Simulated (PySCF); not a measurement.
Isomers of C6H8F2, one GFN2-xTB conformer each. Single-point energies are computed at PBE0/pcSseg-1 (PySCF, gas phase, no added dispersion term), electronic only.

Question: Rank them by PBE0/pcSseg-1 energy, lowest first (kcal/mol).
A. `FC1(F)C[C@H]2C[C@@H]1C2`
B. `[CH2:1]=[C:2]1[CH2:3][CH2:4][C@@:5]1([F:6])[CH2:7][F:8]` with C4–C5–C7–F8 48°
C. `[CH2:1]=[CH:2]/[CH:3]=[C:4](\[CH3:5])[CH:6]([F:7])[F:8]` with C1–C2–C3–C4 -179°, C3–C4–C6–F7 -107°

Answer: A (0.0), C (11.5), B (22.7).

As drawn, the lowest has two fluorines on one carbon, which the highest lacks; the highest has a C=C bond outside aromatic rings, which the lowest lacks. GFN2-xTB itself gives, in the same order: 0.0, 30.2, 24.1. Both levels put the same isomer lowest; measured from each level's own lowest isomer, the values differ by up to 18.7 kcal/mol (C=C/C=C(\C)C(F)F: 30.2 against 11.5).

Question: Which frontier levels, dipoles and rotational constants go with these structures?

Answer: 
```json
{"SMILES": "FC1(F)C[C@H]2C[C@@H]1C2", "HOMO (eV, PBE0/pcSseg-1)": "-8.66", "LUMO (eV)": "1.45", "dipole (D)": "2.59", "A, B, C (MHz)": "3541, 2057, 1871"}
{"SMILES": "C=C/C=C(\\C)C(F)F", "HOMO (eV, PBE0/pcSseg-1)": "-6.92", "LUMO (eV)": "-1.16", "dipole (D)": "2.38", "A, B, C (MHz)": "3456, 1158, 945.8"}
{"SMILES": "C=C1CC[C@@]1(F)CF", "HOMO (eV, PBE0/pcSseg-1)": "-7.67", "LUMO (eV)": "-0.40", "dipole (D)": "0.54", "A, B, C (MHz)": "2357, 1874, 1736"}
```
